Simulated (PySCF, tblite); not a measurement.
C7H13ClSi.
Numbering: `[SiH3:1][C@@H:2]1[CH2:3][CH2:4][CH2:5]/[C:6](=[CH:7]\[Cl:8])[CH2:9]1` (hydrogens: H10, H11, H12 on Si1; H13 on C2; H14, H15 on C3; H16, H17 on C4; H18, H19 on C5; H20 on C7; H21, H22 on C9)

Cartesian coordinates in Å at the GFN2-xTB level; atoms count from 1:
```
atom  x, y, z in Å
Si1    2.8369    0.0944   -0.5606
C2     1.0394    0.2384    0.0647
C3     0.6448   -0.9552    0.9334
C4    -0.7771   -0.8030    1.4652
C5    -1.7695   -0.6540    0.3090
C6    -1.3501    0.4948   -0.5547
C7    -2.0824    1.5738   -0.7862
Cl8   -3.6786    1.8105   -0.1654
C9     0.0446    0.3747   -1.0957
H10    3.1561    1.2627   -1.3823
H11    2.9662   -1.1247   -1.3618
H12    3.7328    0.0205    0.5940
H13    0.9483    1.1418    0.6794
H14    1.3387   -1.0491    1.7719
H15    0.7129   -1.8727    0.3428
H16   -1.0469   -1.6704    2.0711
H17   -0.8351    0.0836    2.1012
H18   -1.7637   -1.5702   -0.2884
H19   -2.7775   -0.5009    0.6939
H20   -1.7469    2.3978   -1.3961
H21    0.1050   -0.5161   -1.7272
H22    0.2916    1.2428   -1.7090
```

Method used: PBE0/pcSseg-1 in PySCF (dipole) on a GFN2-xTB geometry, gas phase.

Masses are those of the commonest isotopes; rigid-rotor values at the optimised geometry. The values belong to one conformer with, in the numbering `[SiH3:1][C@@H:2]1[CH2:3][CH2:4][CH2:5]/[C:6](=[CH:7]\[Cl:8])[CH2:9]1`, Si1–C2–C3–C4 178°, C2–C3–C4–C5 58°, C3–C4–C5–C6 -56°, C4–C5–C6–C7 -120°.

**Question.** Give the principal moments of inertia and the rotational constants in cm⁻¹.

**Answer.** Ia = 200.20, Ib = 925.17, Ic = 1063.14 u·Å²; 505379 MHz·u·Å²/I gives 2524, 546.3 and 475.4 MHz, that is A = 0.08421, B = 0.01822, C = 0.01586 cm⁻¹.

**Question.** Classify the top.

**Answer.** A near-prolate asymmetric top: κ = (2 × 546.3 − 2524 − 475.4)/(2524 − 475.4) = -0.93.

**Question.** Is it planar, by Δ = Ic − Ia − Ib?

**Answer.** Not planar: Δ = Ic − Ia − Ib = -62.22 u·Å². For a rigid frame Δ = −2 Σ m c², so Σ m c² = 31.11 u·Å² lies off the ab plane: 14.01 from hydrogen and 17.10 from heavier atoms. The atom farthest from that plane is 1.67 Å away.

**Question.** Give the other two planar moments, Paa and Pbb, and the rms extents of the mass along the axes.

**Answer.** Paa = Σ m a² = (Ib + Ic − Ia)/2 = 894.06 and Pbb = Σ m b² = (Ia + Ic − Ib)/2 = 169.09 u·Å². With the mass M = 160.05 u, the rms extents √(P/M) along a, b and c are 2.36, 1.03, 0.44 Å.

**Question.** Which types of transition are allowed, and where do some lines up to J = 2 fall?

**Answer.** The dipole components are |μa| = 1.55 D, |μb| = 0.36 D, |μc| = 0.18 D. The squared components, which scale the intensities, stand as 1.00 : 0.05 : 0.01 (a : b : c). Some lines, for components of 0.1 D or more:

```csv
type,branch,"J(Ka,Kc)",MHz,lower level (cm⁻¹)
a,R,"1(0,1) ← 0(0,0)",1022,0.000
c,Q,"2(1,2) ← 2(0,2)",1909,0.102
a,R,"2(1,2) ← 1(1,1)",1972,0.100
a,R,"2(0,2) ← 1(0,1)",2041,0.034
b,Q,"2(1,1) ← 2(0,2)",2122,0.102
b,R,"1(1,1) ← 0(0,0)",3000,0.000
c,R,"1(1,0) ← 0(0,0)",3071,0.000
c,R,"2(1,1) ← 1(0,1)",4163,0.034
c,Q,"2(2,1) ← 2(1,1)",5935,0.173
b,Q,"2(2,0) ← 2(1,1)",5936,0.173
b,Q,"2(2,1) ← 2(1,2)",6147,0.166
c,R,"2(2,0) ← 1(1,0)",8051,0.102
b,R,"2(2,0) ← 1(1,1)",8121,0.100
```

**Question.** Estimate the classical rotational partition function at 10 K, 50 K and 200 K.

**Answer.** Point group C1, symmetry number σ = 1; q = (√π/σ)·√((kT/h)³/(ABC)), k/h = 20836.6 MHz/K: 6580 at 10 K, 73600 at 50 K, 589000 at 200 K.

Its GFN2-xTB frequencies are all real (lowest 59 cm⁻¹). No vibrational averaging or centrifugal distortion is included, and the geometry carries the error of its method. A rigid rotor knows nothing of internal rotation, which can split or shift real lines. Quadrupole hyperfine structure (35Cl) is left out.

Hardware: one thread of an Arm Neoverse V1 (shared host). Cost: 52 s of wall time, 1.1 GiB resident at most. This is the PBE0/pcSseg-1 job that gave the dipole, with the shieldings it also computed.
